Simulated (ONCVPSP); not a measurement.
Before and after: ONCV potential for Ta (Z = 73)

```json
{"Element": "Ta (Z = 73)", "Generator": "ONCVPSP 4.0.1", "Type": "optimised norm-conserving Vanderbilt (ONCV)", "Functional": "revPBE", "Relativity": "fully relativistic", "Frozen core": "[Kr] 4d10 4f14", "Valence charge": "13", "Reference configuration": "5s2 5p6 5d3 6s1 6p1", "Partial waves": "5s+6s: rc 1.85 bohr, ncon 4, nbas 8, qcut 7.5 1/bohr, 2 projectors; 5p+6p: rc 2.45 bohr, ncon 5, nbas 9, qcut 4.3 1/bohr, 2 projectors; 5d: rc 2.90 bohr, ncon 5, nbas 10, qcut 4.9 1/bohr, 2 projectors, debl 2.5 Ha; f scattering state at 0.25 Ha: rc 3.10 bohr, ncon 3, nbas 6, qcut 3.6 1/bohr, 2 projectors, debl 0.9 Ha", "Local potential": "polynomial inside 1.50 bohr (lpopt 5, dvloc0 2 Ha)", "Core correction": "none"}
```

Open shells are filled in proportion to 2j + 1.

All-electron outer shells of the reference configuration (revPBE, scalar-relativistic, ld1.x):

| shell | level (eV) | outermost node (bohr) | outermost maximum (bohr) |
| --- | --- | --- | --- |
| 4d | -223.71 | 0.22 | 0.46 |
| 5s | -74.50 | 0.54 | 0.98 |
| 5p | -40.90 | 0.58 | 1.13 |
| 4f | -26.20 | – | 0.44 |
| 6s | -6.35 | 1.32 | 2.74 |
| 5d | -4.84 | 0.65 | 1.56 |
| 6p | -2.06 | 1.59 | 3.75 |

Change: local potential polynomial inside 1.25 bohr (lpopt 5, dvloc0 -1 Ha).

Cutoffs: the cutoffs (Ha) at which the residual kinetic energy of the hardest occupied pseudo-wave falls to 1 and 0.1 mHa per electron; they do not see the model core or the augmentation charge, which bear on the density cutoff. Errors are all-electron minus pseudo energies relative to the spin-unpolarised reference configuration.

Q: How do hardness, ghosts and transferability respond?

A: The potential gets neither clearly harder nor softer (18 Ha and 39 Ha → 18 Ha and 39 Ha); the errors of the 4 common tests hardly move; the range in which the d3/2 phases agree widens (upper end 0.8 → 3.8); neither file shows a bound ghost.

| quantity | base | changed |
| --- | --- | --- |
| cutoff, loose | 18 Ha | 18 Ha |
| cutoff, tight | 39 Ha | 39 Ha |
| bound ghosts | none | none |
| GHOST(+) flags under 300 eV | f7/2 at 156.2 eV, f5/2 at 177.6 eV | p1/2 at 93.5 eV, f7/2 at 105.7 eV, s at 121.5 eV, f5/2 at 138.8 eV |
| error for 5s2 5p6 5d3 6s2 6p0, meV [ΔE -4.13 eV] | +0.7 | +0.7 |
| error for 5s2 5p6 5d3 6s1 6p0, meV [ΔE 4.27 eV] | +1.2 | +1.2 |
| error for 5s2 5p6 5d3 6s0 6p0, meV [ΔE 19.10 eV] | +8.0 | +8.5 |
| error for 5s1 5p6 5d3 6s2 6p0, meV [ΔE 74.91 eV] | -384 | -384 |
| s: phases at 1.88 bohr within 0.05 rad from the reference energy up to (Ha; the scan ends near 5) | to the end of the scan | 4.2 |
| p3/2: phases at 2.48 bohr within 0.05 rad from the reference energy up to (Ha; the scan ends near 5) | 4.0 | 4.4 |
| p1/2: phases at 2.48 bohr within 0.05 rad from the reference energy up to (Ha; the scan ends near 5) | 3.8 | 2.8 |
| d5/2: phases at 2.94 bohr within 0.05 rad from the reference energy up to (Ha; the scan ends near 5) | 3.8 | 3.9 |
| d3/2: phases at 2.94 bohr within 0.05 rad from the reference energy up to (Ha; the scan ends near 5) | 0.8 | 3.8 |
| f7/2: phases at 3.14 bohr within 0.05 rad from the reference energy up to (Ha; the scan ends near 5) | 2.2 | 2.0 |
| f5/2: phases at 3.14 bohr within 0.05 rad from the reference energy up to (Ha; the scan ends near 5) | 2.1 | 2.2 |
